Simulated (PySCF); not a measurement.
Bonds (- single, = double, # triple, : aromatic): O1=C2 1.151 Å, C2=P3 1.657 Å, P3-C4 1.913 Å, C4-F5 1.350 Å, C4-F6 1.348 Å, C4-C7 1.542 Å, C7-F8 1.334 Å, C7-F9 1.337 Å, C7-F10 1.326 Å.

Rapidly exchanging positions averaged, non-relativistic, one computed conformer, gas phase. Shieldings: GIAO PBE0/pcSseg-1; coordinates at the GFN2-xTB level; PySCF.

Referencing at the same level of theory: TMS for 13C; 17O against H2O; 31P against H3PO4; 19F against CFCl3.

| atoms | nucleus | count | δ (ppm) |
| --- | --- | --- | --- |
| O1 | 17O | 1 | 475.1 |
| F5/F6 | 19F | 2 | ? |
| C2 | 13C | 1 | 215.7 |
| F8/F9/F10 | 19F | 3 | -97.6 |
| P3 | 31P | 1 | -182.3 |
| C4 | 13C | 1 | ? |
| C7 | 13C | 1 | 128.7 |

Q: Complete the table.

A: 
- C4: 133.5 ppm, fully substituted sp3 carbon bonded to 2 F and P; 2 electronegative neighbours deshield it
- F5/F6: -101.9 ppm, fluorine of a CF2 group

Shifts are as computed. Against solution values, carbons near 30 ppm lie about +3 ppm off and those near 130 ppm about +5 ppm. Of 1211 compounds with measured shifts, 218 miss one by over three times the rms of a fit or turn the order of signals round; such compounds aren't used in these exercises. Unscaled 19F shifts against computed CFCl3 carry errors that often reach 10 to 50 ppm. Unscaled 17O shifts of doubly bonded oxygen tend to come out too high, by tens of ppm or more. Experimental scales use liquid or dissolved standards, which lie at an offset from isolated H2O (liquid H2O: subtract about 36 ppm) and H3PO4.
